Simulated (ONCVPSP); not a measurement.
**PBEsol ONCV dataset for aluminium (Al), fully relativistic all-electron reference.**

Al (Z = 13), optimised norm-conserving Vanderbilt (ONCV), made with ONCVPSP 4.0.1 (PBEsol, fully relativistic). Core [Ne], reference 3s1.5 3p1.5. Waves: 3s: rc 1.75 bohr, ncon 3, nbas 6, qcut 3.6 1/bohr, 2 projectors, debl 3.2 Ha; 3p: rc 2.15 bohr, ncon 4, nbas 9, qcut 3.8 1/bohr, 2 projectors, debl 0.4 Ha. Local part: polynomial inside 1.25 bohr (lpopt 5, dvloc0 0 Ha). Core correction: Teter function, fcfact 4, rcfact 1.05.

Open shells are filled in proportion to 2j + 1.

All-electron outer shells of the reference configuration (PBEsol, scalar-relativistic, ld1.x):

| shell | level (eV) | outermost node (bohr) | outermost maximum (bohr) |
| --- | --- | --- | --- |
| 2s | -108.78 | 0.16 | 0.50 |
| 2p | -70.47 | – | 0.43 |
| 3s | -8.14 | 0.80 | 2.06 |
| 3p | -3.02 | 0.82 | 2.61 |

Question: Estimate the cutoffs (Ha) at which the residual kinetic energy of the hardest occupied pseudo-wave falls to 1 and 0.1 mHa per electron.

Answer: 5.6 Ha and 11 Ha. The cutoffs count occupied waves only; projector 2 of the s channel, the hardest unoccupied one, needs 16 Ha at the loose tolerance.

Question: Does the potential have ghost states?

Answer: No bound ghost flagged; GHOST(+) flagged for s at 119.7 eV.

Question: Which valence shell sets the plane-wave cutoff?

Answer: 3s: 6 Ha for 1 mHa per electron, against 2 Ha for 3p.

Question: Tests: 3s2 3p1; 3s2 3p0; 3s1 3p0; 3s2 3p0.5. Which has the largest error in its energy relative to the reference configuration, and how large is it?

Answer: 3s1 3p0, with -3.3 meV (all-electron minus pseudo) on +22.37 eV.
